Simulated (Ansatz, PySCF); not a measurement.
HgBr, SMILES [Br][Hg+], charge +1. Atoms are numbered in the order given.

```xyz
2

Hg     0.0000     0.0000    -0.7314
Br     0.0000     0.0000     1.6434
```
Charge +1, spin multiplicity 1.

The structure is a stationary point at r2SCAN-D4/def2-TZVP. The multiplicity is an assumed one; other spin states were not compared. The def2 effective core potentials stand for the cores of Hg; spin–orbit coupling is left out.

Two levels are set side by side: PBE-D3(BJ)/def2-TZVP (Ansatz, an electronic-structure program) and r2SCAN-D4/def2-TZVP (Ansatz). Each level has its own optimised geometry; the coordinates shown are those of the second. Frequencies come from the Hessian of PySCF at each geometry. Differences are taken from unrounded values.

| quantity | r2SCAN-D4 | PBE-D3(BJ) | PBE-D3(BJ) minus r2SCAN-D4 |
|---|---|---|---|
| bond Hg1–Br2 (Å) | 2.375 | 2.398 | 0.023 |
| highest harmonic wavenumber (cm⁻¹) | 251 | 237 | -14 |
| mean harmonic wavenumber (cm⁻¹) | 251 | 237 | -14 |
| zero-point energy (kcal/mol) | 0.36 | 0.34 | -0.02 |
